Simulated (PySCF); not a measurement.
A calculated (PBE0, PySCF 2.14, aug-cc-pVTZ-DK, scalar relativity by spin-free X2C-1e) atom or ion has these occupied shells.

```
shell  electrons  orbital energy (eV)  rms radius, mean of both spins (bohr)
 1s α          1             -17892.4                                 0.0426
 1s β          1             -17892.3                                 0.0426
 2s α          1              -2514.6                                  0.176
 2s β          1              -2514.5                                  0.176
 2p α          3              -2243.7                                  0.156
 2p β          3              -2243.6                                  0.156
 3s α          1              -435.84                                  0.490
 3s β          1              -435.71                                  0.490
 3p α          3              -346.74                                  0.498
 3p β          3              -346.63                                  0.498
 3d α          5              -200.34                                  0.497
 3d β          5              -200.18                                  0.497
 4s α          1              -76.621                                   1.28
 4s β          1              -75.734                                   1.28
 4p α          3              -52.995                                   1.44
 4p β          3              -51.966                                   1.44
 4d α          1              -21.986                                   2.08
 5s α          1              -18.639                                   3.28
```

Q: Name the element and its charge.

A: Zr²⁺ (zirconium, charge +2), in [Kr] 4d1 5s1, high-spin 3D determinant (an excited configuration).
